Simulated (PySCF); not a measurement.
CH3F, charge +1, doublet, geometry from GFN2-xTB (a state made from the parent by changing its charge; the spin is typed, not shown lowest). Base run: PySCF with M06/6-31G.

Geometry (Å):
```xyz
5

C     -0.5731     0.0840     0.1121
F      0.7040    -0.1115    -0.0949
H     -0.8450    -0.0708     1.1679
H     -0.8792     1.0815    -0.3386
H     -1.1732    -0.5113    -0.6479
```
Charge +1, spin multiplicity 2.
Orbitals are unrestricted.
All else is at PySCF's defaults.
Base energy -139.17195 Eh.

Each row names what was changed in the base input (with any setting that the change needs).

```
change                               ΔE vs base (mEh)  grid points  electrons on the grid
-----------------------------------  ----------------  -----------  ---------------------
base                                            0.000        57808               17.00000
grids.level = 5                                -0.014       157480               17.00000
grids.atom_grid = (30, 110)                    -0.566        12328               16.99985
grids.atom_grid = (99, 590)                    -0.015       162936               17.00000
grids.level = 7                                -0.014       326008               17.00000
grids.radi_method = delley                     -0.004        62880               17.00000
grids.prune = off                               0.002        90600               17.00000
grids.level = 0                               -47.357         4032               17.00270
grids.radi_method = gauss_chebyshev            -0.008        56688               17.00000
grids.atom_grid = (75, 302)                     0.000        72896               17.00000
grids.atom_grid = (150, 974)                   -0.014       407704               17.00000
```

Open shells are given as the SCF converged; they aren't shown to be the lowest states, and a large step between rows can be another state.
